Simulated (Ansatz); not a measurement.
Calculated with Ansatz (gas phase, PBE0-D4/def2-TZVP geometries, no zero-point term in ΔE). CCSD(T)/CBS adds triple-zeta CCSD(T) − MP2 to the extrapolated MP2 energy (def2 sets, frozen cores). Functionals use def2-TZVPP. For Br outer-core shells are correlated without core-valence functions, which leaves a few kJ/mol of doubt a bond. Scalar relativity is left out up to krypton. Each species was taken in one conformer, which may not be the lowest.

Reaction (redistribution): `[F][Al]([Br])[Br]` + `OB(F)Br` → `[OH][Al]([Br])[Br]` + `FB(F)Br`

```tsv
level	ΔE (eV)
B2PLYP	0.38
CCSD(T)/def2-SVP	0.44
```

(1) What does CCSD(T)/CBS give? (Estimate.)

Largest T1 diagnostic among the species: 0.011.

## Answers

(1) The calculation gave: +0.41 eV. The listed levels differ from it by -0.03, 0.03 eV.

At CCSD(T), def2-SVP lies +0.03 eV from the extrapolated value and def2-TZVPP −0.04 eV. Leaving LDA and LC-ωPBE aside and taking each functional with its dispersion term where it has one, the values, not all of them listed here, spread over 0.01 eV, from ωB97X-V to revPBE-D4.
